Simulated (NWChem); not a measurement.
Two isomers of Si₂NH₅F₂, each optimised at PBE0/def2-SVP with NWChem. Flexible species stand in one conformer each, which need not be the lowest. 

A: N[Si](F)(F)[SiH3]
B: F[SiH2]N[SiH2]F

Which is lower in energy, by how much, and how do their other properties compare?

B is lower by 9.9 kcal/mol in electronic energy; with zero-point energies, B − A = -9.5 kcal/mol.
```tsv
	A	B
highest occupied level (eV)	-8.09	-8.64
orbital gap (eV)	8.22	9.41
dipole (D)	2.59	1.04
highest harmonic frequency (cm⁻¹)	3721	3611
zero-point energy (kcal/mol)	35.9	36.3
```
